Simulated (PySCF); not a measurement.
Potential energy surface of H6Ge2, singlet: internal rotation, threefold axis kept, other coordinates relaxed. Scanned: torsion (0 = eclipsed). Other coordinates (Ge-Ge length, H-Ge-Ge angle, H-Ge-Ge angle, Ge-H length, Ge-H length) were minimised at B3LYP/def2-TZVP.

The free coordinates were minimised at B3LYP/def2-TZVP in PySCF; the energy column is PySCF with CCSD(T) on RHF/cc-pVDZ, 18 core orbitals frozen, in kJ/mol.

```csv
at / °,Ge-Ge length / Å,H-Ge-Ge angle / °,H-Ge-Ge angle / °,Ge-H length / Å,Ge-H length / Å,E
0,2.449,110.6,110.6,1.539,1.539,2.97
10,2.449,110.6,110.6,1.539,1.539,2.77
20,2.448,110.6,110.6,1.539,1.539,2.24
30,2.446,110.5,110.5,1.540,1.540,1.49
40,2.445,110.5,110.5,1.539,1.539,0.75
50,2.443,110.5,110.5,1.540,1.540,0.20
60,2.443,110.5,110.5,1.540,1.540,0.00
```
